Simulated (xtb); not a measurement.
CH3Cl3Si, charge -1, doublet, from a rough starting geometry (a state made from the parent by changing its charge; the spin is typed, not shown lowest); GFN2-xTB in xtb.

The xtb input:
```
$ xtb mol.xyz --gfn 2 --chrg -1 --uhf 1 --opt vtight --json

# file mol.xyz
8

C     -1.05880209    -0.19434162     0.07807330
Si     0.85405694     0.20758469     0.02057710
Cl     1.73509102    -0.92823551    -1.43527209
Cl     1.13512324     2.10754500    -0.49461599
Cl     1.64417335    -0.20601571     1.80359302
H     -1.23164179    -1.23493255     0.29821058
H     -1.57848318     0.44832851     0.76446168
H     -1.54949227    -0.06671258    -0.93596242
```

### Question
What does xtb print? Leave out banner, timings and long lists.

### Answer

```
   ID    Z sym.   atoms
    1    6 C      1
    2   14 Si     2
    3   17 Cl     3-5
    4    1 H      6-8

           -------------------------------------------------
          |                Calculation Setup                |
           -------------------------------------------------

           -------------------------------------------------
          |                 G F N 2 - x T B                 |
           -------------------------------------------------

          ...................................................
          :                      SETUP                      :
          :.................................................:
          :  # basis functions                  47          :
          :  # atomic orbitals                  43          :
          :  # shells                           17          :
          :  # electrons                        33          :
          :  max. iterations                   250          :
          :  Hamiltonian                  GFN2-xTB          :
          :  restarted?                      false          :
          :  GBSA solvation                  false          :
          :  PC potential                    false          :
          :  electronic temp.          300.0000000     K    :
          :  accuracy                    1.0000000          :
          :  -> integral cutoff          0.2500000E+02      :
          :  -> integral neglect         0.1000000E-07      :
          :  -> SCF convergence          0.1000000E-05 Eh   :
          :  -> wf. convergence          0.1000000E-03 e    :
          :  Broyden damping             0.4000000          :
          :  net charge                         -1          :
          :  unpaired electrons                  1          :
          ...................................................

 iter      E             dE          RMSdq      gap      omega  full diag
   1    -19.2346691 -0.192347E+02  0.648E+00    0.22       0.0  T
   2    -19.3198014 -0.851323E-01  0.495E+00    0.35       1.0  T
   3    -19.3307901 -0.109887E-01  0.348E+00    0.37       1.0  T
   4    -19.3168909  0.138992E-01  0.169E+00    0.52       1.0  T
   5    -19.3342465 -0.173556E-01  0.919E-01    0.51       1.0  T
   6    -19.3342511 -0.454736E-05  0.463E-01    0.53       1.0  T
   7    -19.3346133 -0.362263E-03  0.246E-01    0.55       1.0  T
   8    -19.3346796 -0.662452E-04  0.999E-02    0.54       1.0  T
   9    -19.3346843 -0.476878E-05  0.455E-02    0.54       1.0  T
  10    -19.3346877 -0.331809E-05  0.314E-02    0.54       1.1  T
  11    -19.3346907 -0.308703E-05  0.210E-02    0.55       1.7  T
  12    -19.3346927 -0.199918E-05  0.141E-02    0.55       2.5  T
  13    -19.3346940 -0.128288E-05  0.945E-03    0.55       3.7  T
  14    -19.3346941 -0.119578E-06  0.728E-03    0.55       4.9  T
  15    -19.3346942 -0.624019E-07  0.497E-03    0.55       7.1  T
  16    -19.3346943 -0.568620E-07  0.293E-03    0.55      12.1  T
  17    -19.3346943 -0.431340E-08  0.103E-03    0.55      34.2  T
  18    -19.3346943 -0.488129E-09  0.452E-04    0.55      78.2  T
  19    -19.3346943 -0.246796E-09  0.175E-04    0.55     202.2  T

   *** convergence criteria satisfied after 19 iterations ***

         :::::::::::::::::::::::::::::::::::::::::::::::::::::
         ::                     SUMMARY                     ::
         :::::::::::::::::::::::::::::::::::::::::::::::::::::
         :: total energy             -19.254439431530 Eh    ::
         :: gradient norm              0.137912389536 Eh/a0 ::
         :: HOMO-LUMO gap              0.547899239962 eV    ::
         ::.................................................::
         :: SCC energy               -19.334685736056 Eh    ::
         :: -> isotropic ES            0.118565171408 Eh    ::
         :: -> anisotropic ES         -0.003762638476 Eh    ::
         :: -> anisotropic XC         -0.016263280223 Eh    ::
         :: -> dispersion             -0.008359844693 Eh    ::
[...]
 * total energy  :   -19.3485110 Eh     change       -0.3528772E-03 Eh
 * total energy  :   -19.3485699 Eh     change       -0.5889026E-04 Eh
 * total energy  :   -19.3485945 Eh     change       -0.2456394E-04 Eh
 * total energy  :   -19.3486034 Eh     change       -0.8958202E-05 Eh
 * total energy  :   -19.3486176 Eh     change       -0.1418809E-04 Eh
 * total energy  :   -19.3486224 Eh     change       -0.4732946E-05 Eh
 * total energy  :   -19.3486228 Eh     change       -0.4420383E-06 Eh
 * total energy  :   -19.3486241 Eh     change       -0.1339159E-05 Eh
 * total energy  :   -19.3486244 Eh     change       -0.2468282E-06 Eh
 * total energy  :   -19.3486248 Eh     change       -0.3736045E-06 Eh
 * total energy  :   -19.3486251 Eh     change       -0.3210796E-06 Eh
 * total energy  :   -19.3486251 Eh     change       -0.8772950E-08 Eh
   *** GEOMETRY OPTIMIZATION CONVERGED AFTER 22 ITERATIONS ***
         :: total energy             -19.348625081855 Eh    ::
[...]
        13        2.0000           -0.2573620              -7.0032
        14        2.0000           -0.2554957              -6.9524
        15        2.0000           -0.2549902              -6.9386
        16        2.0000           -0.2513635              -6.8400
        17        1.0000           -0.1519191              -4.1339 (HOMO)
        18                         -0.0325405              -0.8855 (LUMO)
        19                          0.0183758               0.5000
        20                          0.0699655               1.9039
        21                          0.1485260               4.0416
        22                          0.1538758               4.1872
        23                          0.1553773               4.2280
        24                          0.1780093               4.8439
        25                          0.1793291               4.8798
        26                          0.1917642               5.2182
        27                          0.1943559               5.2887
        28                          0.1984082               5.3990
       ...                                ...                  ...
        43                          0.8308204              22.6078
      -------------------------------------------------------------
                  HL-Gap            0.1193786 Eh            3.2485 eV
             Fermi-level           -0.1469356 Eh           -3.9983 eV

     #   Z          covCN         q      C6AA      α(0)
     1   6 C        3.648    -0.155    23.864     7.019
     2  14 Si       3.175     0.528   143.619    25.382
     3  17 Cl       0.814    -0.333   109.782    16.029
     4  17 Cl       0.757    -0.540   116.978    16.544
     5  17 Cl       0.756    -0.540   117.007    16.546
     6   1 H        0.925     0.017     2.773     2.604
     7   1 H        0.925     0.005     2.970     2.695
     8   1 H        0.925     0.018     2.770     2.603

 Mol. C6AA /au·bohr⁶  :       2873.808340
 Mol. C8AA /au·bohr⁸  :     122043.317240
 Mol. α(0) /au        :         89.420723

Wiberg/Mayer (AO) data.
largest (>0.10) Wiberg bond orders for each atom

 ---------------------------------------------------------------------------
     #   Z sym  total        # sym  WBO       # sym  WBO       # sym  WBO
 ---------------------------------------------------------------------------
     1   6 C    3.985 --     7 H    0.999     6 H    0.995     8 H    0.994
                             2 Si   0.851
     2  14 Si   3.073 --     3 Cl   0.946     1 C    0.851     4 Cl   0.638
                             5 Cl   0.636
     3  17 Cl   1.079 --     2 Si   0.946
     4  17 Cl   0.758 --     2 Si   0.638
     5  17 Cl   0.757 --     2 Si   0.636
     6   1 H    1.000 --     1 C    0.995
     7   1 H    1.000 --     1 C    0.999
     8   1 H    1.000 --     1 C    0.994
 ---------------------------------------------------------------------------

Topologies differ in total number of bonds
Writing topology from bond orders to xtbtopo.mol

molecular dipole:
                 x           y           z       tot (Debye)
 q only:       -2.173      -0.342       0.173
   full:       -2.586      -0.651      -0.044       6.779
molecular quadrupole (traceless):
                xx          xy          yy          xz          yz          zz
 q only:        4.546       3.748      -2.204      -0.870      12.160      -2.342
  q+dip:        5.785       3.837      -2.895      -1.375      12.822      -2.891
   full:        5.708       3.256      -2.954      -1.780      12.154      -2.753

optimized geometry written to: xtbopt.xyz

           -------------------------------------------------
          | TOTAL ENERGY              -19.348625081855 Eh   |
          | GRADIENT NORM               0.000019140170 Eh/α |
          | HOMO-LUMO GAP               3.248456344521 eV   |
           -------------------------------------------------

normal termination of xtb
```
